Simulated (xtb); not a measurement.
Hf(F)2(SH)2 (F2H2HfS2), SMILES [F][Hf]([F])([SH])[SH], multiplicity 1. All values are semi-empirical tight-binding results from xtb (GFN2-xTB unless named), good for trends rather than for accurate numbers. Coordinates come from a GFN2-xTB optimisation. The spin state was assumed, not searched. The structure was generated by enumeration; whether it is a known compound was not checked. Other conformers were not sampled.

Optimised geometry:

Bonded distances (Å): Hf1–F2 1.892, Hf1–F3 1.892, Hf1–S4 2.450, Hf1–S6 2.450, S4–H5 1.342, S6–H7 1.342. Bond angles (°): F2–Hf1–F3 92.8, F2–Hf1–S4 96.7, F2–Hf1–S6 96.7, F3–Hf1–S4 96.7, F3–Hf1–S6 96.7, S4–Hf1–S6 160.4, Hf1–S4–H5 80.3, Hf1–S6–H7 80.3.
Charge 0, spin multiplicity 1.

For metal compounds this method's bond lengths and energies can be far off.

* **point group as xtb finds it**: C2v
* **orbital gap**: 2.62 eV
* **zero-point energy**: 11.4 kcal/mol
* **G − E(el) at 298.15 K (modified RRHO)**: -11.1 kcal/mol

Problem. Give the atomic charges and the Wiberg bond orders between heavy atoms. (Estimate from the structure and the level; the computed values follow.)

Solution. charges (e) Hf1 1.16, F2 -0.42, F3 -0.42, S4 -0.36, H5 0.21, S6 -0.36, H7 0.21. Bond orders Hf1–F2 0.79, Hf1–F3 0.79, Hf1–S4 0.93, Hf1–S6 0.93.
